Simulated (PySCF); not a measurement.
Sc: ionisation energy

Sc [Ar] 3d1 4s2 (2D) → Sc⁺ [Ar] 3d1 4s1 (3D), as a difference of total energies. All numbers are calculated (PySCF 2.14, scalar relativity by spin-free X2C-1e, in aug-cc-pVTZ-DK (8s7p5d3f2g, 93 functions)). Correlated levels: valence: [Ar] frozen. The calculations carry no spin-orbit coupling.

```tsv
method	ionisation energy (eV)	error (eV)
UHF	5.390	-1.172
MP2 (valence)	6.106	-0.456
SCS-MP2 (valence)	6.254	-0.308
CCSD (valence)	6.355	-0.207
CCSD(T) (valence)	6.386	-0.176
```

Reference: 6.562 eV (measured; NIST levels, between the centres of gravity of the two terms).

Errors of the correlated levels include the incompleteness of this basis and the frozen core.
